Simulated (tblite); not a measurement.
Compound: C5H8N2O2Si.
Numbering: `[CH2:1]=[CH:2][c:3]1[n:4][c:5]([CH2:6][O:7][SiH3:8])[n:9][o:10]1` (hydrogens: H11, H12 on C1; H13 on C2; H14, H15 on C6; H16, H17, H18 on Si8)

The geometry is computed with GFN2-xTB (gas phase).

Question: Give the optimised bond lengths and angles.

Answer: 
| bond | length (Å) |
| --- | --- |
| C1=C2 | 1.328 |
| C2–C3 | 1.440 |
| C3–N4 | 1.307 |
| N4–C5 | 1.355 |
| C5–C6 | 1.485 |
| C6–O7 | 1.384 |
| O7–Si8 | 1.627 |
| C5–N9 | 1.305 |
| N9–O10 | 1.359 |
| C3–O10 | 1.341 |
| C1–H11 | 1.077 |
| C1–H12 | 1.076 |
| C2–H13 | 1.080 |
| C6–H14, C6–H15 | 1.098 |
| Si8–H16, Si8–H17, Si8–H18 | 1.461 |

Bonds in one row agree within 0.01 Å and their mean is given. A selection of angles:
| angle | degrees |
| --- | --- |
| C2–C1–H11 | 120.5 |
| C2–C1–H12 | 121.6 |
| H11–C1–H12 | 117.9 |
| C1–C2–C3 | 121.7 |
| C1–C2–H13 | 123.1 |
| C3–C2–H13 | 115.2 |
| C2–C3–N4 | 127.8 |
| C2–C3–O10 | 120.6 |
| N4–C3–O10 | 111.6 |
| C3–N4–C5 | 103.4 |
| N4–C5–C6 | 122.4 |
| N4–C5–N9 | 113.0 |
| C6–C5–N9 | 124.6 |
| C5–C6–O7 | 113.6 |
| C5–C6–H14 | 108.8 |
| C5–C6–H15 | 107.8 |
| O7–C6–H14 | 108.8 |
| H14–C6–H15 | 108.4 |
| C6–O7–Si8 | 130.6 |
| O7–Si8–H16 | 113.0 |
| O7–Si8–H17 | 96.4 |
| H16–Si8–H17 | 111.6 |
| H16–Si8–H18 | 109.6 |
| H17–Si8–H18 | 113.1 |
| C5–N9–O10 | 105.1 |
| C3–O10–N9 | 106.9 |

Dihedral angles: C1–C2–C3–N4 2° (synperiplanar); N4–C5–C6–O7 -41° (synclinal); C5–C6–O7–Si8 33° (synclinal). The mirror-image conformer, all signs reversed, is as good.

Si8 (oxygen-bound silicon) has angles from 96.4° to 113.1°. O7 (silyl ether oxygen) is bent (angle 130.6°). Of the pairs four or more bonds apart, N4···Si8 is among the closest relative to their van der Waals radii: 2.86 Å, 78 % of the sum of Bondi's values. The 2 C–O bonds span 1.341 Å (C3–O10, aromatic) to 1.384 Å (C6–O7, drawn single), a spread of 0.043 Å. The C–N distances run from 1.305 Å (C5–N9, aromatic) to 1.355 Å (N4–C5, aromatic), a spread of 0.050 Å. The 5-membered ring C3–N4–C5–N9–O10 has internal angles of 103.4° to 113.0°; it is planar, 0.00 Å rms from its mean plane, widest ring torsion 1°. The C–C distances run from 1.328 Å (C1=C2, drawn double) to 1.485 Å (C5–C6, drawn single), a spread of 0.157 Å.

Point group: C1 (no symmetry element, even within 0.4 Å). Its GFN2-xTB frequencies are all real (lowest 29 cm⁻¹). One conformer, not necessarily the lowest.

Time: 2.1 s. Hardware: an Arm Neoverse N1 with one thread, shared host with 64 logical CPUs at a one-minute load of 62. These figures are those of the optimisation.
